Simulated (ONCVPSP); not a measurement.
# What one change does to a pseudopotential (rhenium, ONCV)

ONCVPSP 4.0.1 input, shortened (lines: element, Z, core and valence counts, functional; n l f; lmax; l rc ep ncon nbas qcut; lloc lpopt rc5 dvloc0; l nproj debl; icmod fcfact rcfact), LDA (Perdew-Wang 92), scalar-relativistic:

```
  Re 75.00   10    4  -001012      upf
    1    0    2.00
    2    0    2.00
    2    1    6.00
    3    0    2.00
    3    1    6.00
    3    2   10.00
    4    0    2.00
    4    1    6.00
    4    2   10.00
    4    3   14.00
    5    0    2.00
    5    1    6.00
    5    2    5.00
    6    0    2.00
    2
    0    2.00    0.00    4    7    7.10
    1    1.90    0.00    4    8    9.20
    2    2.35    0.00    5   10    6.80
    4    4    1.30    4.00
    0    2    2.90
    1    2    3.40
    2    3    3.50
    3    3.25    1.70
```

Change: local potential polynomial inside 1.30 bohr (lpopt 4, dvloc0 0 Ha).

Cutoffs: the cutoffs (Ha) at which the residual kinetic energy of the hardest occupied pseudo-wave falls to 1 and 0.1 mHa per electron; they do not see the model core or the augmentation charge, which bear on the density cutoff. Errors are all-electron minus pseudo energies relative to the spin-unpolarised reference configuration.

Task: What does the change do?

Result: The potential gets neither clearly harder nor softer (19 Ha and 26 Ha → 19 Ha and 26 Ha); the errors of the 4 common tests hardly move; the range in which the s phases agree widens (upper end 2.8 → 4.9); neither file shows a bound ghost.

```tsv
quantity	base	changed
cutoff, loose	19 Ha	19 Ha
cutoff, tight	26 Ha	26 Ha
bound ghosts	none	none
GHOST(+) flags under 300 eV	none	none
error for 5s2 5p6 5d5 6s1, meV [ΔE 9.51 eV]	-5.3	-5.4
error for 5s2 5p6 5d5 6s0, meV [ΔE 26.18 eV]	-20	-21
error for 5s2 5p6 5d4 6s0, meV [ΔE 53.63 eV]	-34	-35
error for 5s2 5p5 5d5 6s2, meV [ΔE 53.15 eV]	-156	-161
s: phases at 2.03 bohr within 0.05 rad from the reference energy up to (Ha; the scan ends near 5)	2.8	4.9
p: phases at 1.93 bohr within 0.05 rad from the reference energy up to (Ha; the scan ends near 5)	to the end of the scan	to the end of the scan
d: phases at 2.39 bohr within 0.05 rad from the reference energy up to (Ha; the scan ends near 5)	to the end of the scan	to the end of the scan
rms error of d²Exc/dni dnj with the model core, mHa	1.25	1.25
```
